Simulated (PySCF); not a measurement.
BrClF2Si. Atoms are numbered in the order given.

```xyz
5

F      1.3011     0.8172    -1.2879
Si     0.3942     0.5431     0.0000
F      1.3011     0.8172     1.2879
Cl    -1.1608     1.8348     0.0000
Br    -0.2630    -1.5287     0.0000
```

The structure is a stationary point at PBE0-D3(BJ)/def2-SVP. This is a generated structure with no PubChem entry under its InChIKey; it may be hypothetical.

The numbers are results of PySCF with PBE/def2-TZVP, not measurements.

Symmetry labels are those of the subgroup Cs that the program uses (full group Cs).

Computed valence orbital energies around the gap with their symmetry:
```tsv
orbital	symmetry	energy (eV)
HOMO−7	A"	-10.94
HOMO−6	A'	-10.89
HOMO−5	A"	-10.63
HOMO−4	A'	-9.84
HOMO−3	A'	-9.02
HOMO−2	A"	-8.86
HOMO−1	A"	-8.14
HOMO	A'	-8.03
LUMO	A'	-1.54
LUMO+1	A"	-0.25
LUMO+2	A'	0.09
LUMO+3	A'	0.77
```
